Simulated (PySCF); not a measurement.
## The 9-electron isoelectronic series, spin-free X2C

Calculated with PySCF 2.14 from differences of total energies of unrestricted determinants, without spin-orbit coupling. Each ion has its own even-tempered basis scaled to its charge (19s13p6d5f4g for the first); frozen: nothing. Ionisation energies in eV, correlation energies of the ion in mhartree.

```csv
ion,configuration,UHF,LDA,PBE,PBE0,r2SCAN,MP2 (all electrons),E_corr MP2,"NIST (with spin-orbit, Breit and QED)"
Gd⁵⁵⁺,[He] 2s2 2p5 (2P),11785.7,11780.8,11784.8,11785.5,11789.8,11787.5,-377.9,11552 ± 5 (t)
Tb⁵⁶⁺,[He] 2s2 2p5 (2P),12207.7,12202.7,12206.8,12207.5,12211.9,12209.5,-378.6,11957 ± 5 (t)
Dy⁵⁷⁺,[He] 2s2 2p5 (2P),12637.9,12632.7,12636.9,12637.6,12642.0,12639.7,-381.5,12370 ± 6 (t)
Ho⁵⁸⁺,[He] 2s2 2p5 (2P),13076.1,13070.7,13075.1,13075.8,13080.3,13077.9,-382.2,12790 ± 6 (t)
Er⁵⁹⁺,[He] 2s2 2p5 (2P),13522.5,13517.0,13521.4,13522.2,13526.8,13524.3,-385.3,13217 ± 7 (t)
Tm⁶⁰⁺,[He] 2s2 2p5 (2P),13977.2,13971.5,13976.0,13976.8,13981.5,13979.0,-386.2,13651 ± 10 (t)
Yb⁶¹⁺,[He] 2s2 2p5 (2P),14440.1,14434.2,14438.9,14439.7,14444.5,14441.9,-388.0,14093 ± 12 (t)
Lu⁶²⁺,[He] 2s2 2p5 (2P),14911.4,14905.3,14910.2,14910.9,14915.9,14913.2,-390.4,14542 ± 15 (t)
Ta⁶⁴⁺,[He] 2s2 2p5 (2P),15879.1,15872.8,15877.8,15878.6,15883.8,15881.0,-395.7,15461 ± 24 (t)
```

Task: Interpolate the row of Hf⁶³⁺.

Result: configuration [He] 2s2 2p5 (2P); UHF 15391.0; LDA 15384.8; PBE 15389.8; PBE0 15390.6; r2SCAN 15395.6; MP2 (all electrons) 15392.9; E_corr MP2 -392.2; NIST (with spin-orbit, Breit and QED) 14999 ± 19 (t).

Each ion has its own basis, which adds noise of up to about 0.1 % along the series.

NIST values marked (s) are semi-empirical, (t) theoretical. Open shells are high-spin determinants of the terms that Hund's rules give.

Spin-orbit coupling of the open shells is absent from the calculated values and included in NIST's; it grows fast with Z.

At high Z the X2C-1e correlation energies are inflated by the missing two-electron picture change in the 1s pairs.
